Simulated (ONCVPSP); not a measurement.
## K: one change to an ONCV potential, before and after

```json
{
 "Element": "K (Z = 19)",
 "Generator": "ONCVPSP 4.0.1",
 "Type": "optimised norm-conserving Vanderbilt (ONCV)",
 "Functional": "PBE",
 "Relativity": "scalar-relativistic",
 "Frozen core": "[Ar]",
 "Valence charge": "1",
 "Reference configuration": "3d1",
 "Partial waves": "s scattering state at 0.23 Ha: rc 4.35 bohr, ncon 4, nbas 7, qcut 1.5 1/bohr, 2 projectors, debl 1.1 Ha; p scattering state at 0.04 Ha: rc 3.60 bohr, ncon 5, nbas 8, qcut 1.8 1/bohr, local; 3d: rc 4.00 bohr, ncon 3, nbas 7, qcut 2.2 1/bohr, 1 projector",
 "Local potential": "the p channel",
 "Core correction": "polynomial model core, fcfact 0.2"
}
```

In the s channel the program set the typed energies aside and used 0.050, 1.150 Ha.

Change: p: nproj 1; local potential polynomial inside 3.15 bohr (lpopt 5, dvloc0 3 Ha).

Cutoffs: the cutoffs (Ha) at which the residual kinetic energy of the hardest occupied pseudo-wave falls to 1 and 0.1 mHa per electron; they do not see the model core or the augmentation charge, which bear on the density cutoff. Errors are all-electron minus pseudo energies relative to the spin-unpolarised reference configuration.

How do hardness, ghosts and transferability respond?

The potential gets neither clearly harder nor softer (2.9 Ha and 12 Ha → 2.9 Ha and 12 Ha); the lowest positive-energy flag moves from s at 35.3 eV to s at 177.0 eV; of the 4 tests that both files solve, the error grows in 1 and shrinks in 3 by more than 15 % and 0.3 meV (median size 22.0 → 22.4 meV); neither file shows a bound ghost.

```tsv
quantity	base	changed
cutoff, loose	2.9 Ha	2.9 Ha
cutoff, tight	12 Ha	12 Ha
bound ghosts	none	none
GHOST(+) flags under 300 eV	s at 35.3 eV	s at 177.0 eV, s at 284.9 eV
error for 3d0 4s1, meV [ΔE -2.46 eV]	+64	+50
error for 3d0 4s0.5, meV [ΔE -0.81 eV]	+23	+16
error for 3d0 4p1, meV [ΔE -0.90 eV]	+21	+29
error for 3d0.5 4s0.5, meV [ΔE -1.24 eV]	+20	+14
s: phases at 4.41 bohr within 0.05 rad from the reference energy up to (Ha; the scan ends near 5)	0.5	0.6
p: phases at 3.64 bohr within 0.05 rad from the reference energy up to (Ha; the scan ends near 5)	0.5	0.1
d: phases at 4.06 bohr within 0.05 rad from the reference energy up to (Ha; the scan ends near 5)	0.1	0.1
rms error of d²Exc/dni dnj with the model core, mHa	3.41	3.41
```

Base: The cutoffs count occupied waves only; projector 2 of the s channel, the hardest unoccupied one, needs 8 Ha at the loose tolerance. Changed file: The cutoffs count occupied waves only; projector 2 of the s channel, the hardest unoccupied one, needs 8 Ha at the loose tolerance.
